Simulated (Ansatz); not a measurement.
Stepwise reaction of `[CH3][In]([OH])[OH]` with hydrogen fluoride, as a gas-phase model of exchange steps in deposition or etching. ΔE in kJ/mol.

Gas-phase electronic energies from Ansatz, PBE0-D4/def2-TZVP geometries. CBS: MP2 limit from def2 TZ/QZ plus the TZ coupled-cluster correction, frozen cores. This one scheme is used for every species. DFT in def2-TZVPP. B3LYP here is the variant with VWN-RPA as its local correlation; programs differ in this. def2 core potentials past Kr. For In outer-core shells are correlated without core-valence functions, which leaves a few kJ/mol of doubt a bond. One conformer a species, not always the lowest.

| step | reaction | PBE-D4 | B3LYP-D4 | ωB97M-V | CCSD(T)/CBS |
| --- | --- | --- | --- | --- | --- |
| 1 | `[CH3][In]([OH])[OH]` + H–F → `[CH3][In]([OH])[F]` + H₂O | -34.1 | -36.4 | -35.1 | -29.8 |

Give the row of step 2, `[CH3][In]([OH])[F]` + H–F → `[CH3][In]([F])[F]` + H₂O. (Best estimate.)

Ansatz gave: 
```csv
step,reaction,PBE-D4,B3LYP-D4,ωB97M-V,CCSD(T)/CBS
2,`[CH3][In]([OH])[F]` + H–F → `[CH3][In]([F])[F]` + H₂O,-38.0,-40.6,-39.9,-33.3
```

By hand: ΔE of the 2 steps together at CCSD(T)/CBS.

(-29.8) + (-33.3) = -63.1 kJ/mol, or -31.5 kJ/mol a step.

In ΔE the steps differ by no more than 3.5 kJ/mol. All are downhill at CCSD(T)/CBS. PBE-D4 differs from CCSD(T)/CBS by -4.7 to -4.3 kJ/mol a step. Isolated molecules leave out the surface, adducts and barriers. Largest T1 diagnostic: 0.016.
